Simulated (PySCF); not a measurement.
Ligand exchange on a metal centre used in film growth or etching (Zn F-OH). Gas-phase values, no solvent. One relaxed conformer stands for each flexible species; it need not be the lowest.

All values below come from B3LYP-D3(BJ)/def2-TZVP // TPSS-D3(BJ)/def2-SVP run with PySCF. B3LYP has the VWN-RPA correlation part, as in Gaussian. 

```tsv
species	coordination number	charge on the central atom (Mulliken) (e)
0 of 2 F replaced by OH ([Zn(F)2])	2	0.94
1 of 2 F replaced by OH	2	0.77
2 of 2 F replaced by OH ([Zn(OH)2])	2	0.61
```
